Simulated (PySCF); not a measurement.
Correlation energy of Cr⁺ (chromium, charge +1)

[Ar] 3d4 4s1, high-spin 6D determinant (an excited configuration). Calculation: PySCF 2.14, in ANO-RCC-VTZP (6s5p3d2f1g, 59 functions); the spin-free X2C one-electron Hamiltonian (Gaussian nucleus). Frozen: [Ne]; 13 electrons correlated.

MP2 pair energies summed by pair of shells (mhartree):

| pair | energy | share (%) |
| --- | --- | --- |
| 3p-3d | -152.13 | 39.1 |
| 3p-3p | -100.33 | 25.8 |
| 3d-3d | -43.83 | 11.3 |
| 3s-3p | -37.53 | 9.7 |
| 3s-3d | -25.31 | 6.5 |
| 3p-4s | -12.12 | 3.1 |
| 3d-4s | -11.10 | 2.9 |
| 3s-3s | -5.50 | 1.4 |
| 3s-4s | -0.89 | 0.2 |

Total MP2 correlation energy: -388.74 mhartree.

Same-spin part -138.17 and opposite-spin part -250.57 mhartree; SCS-MP2 scales them by 1/3 and 6/5 to -346.74 mhartree.
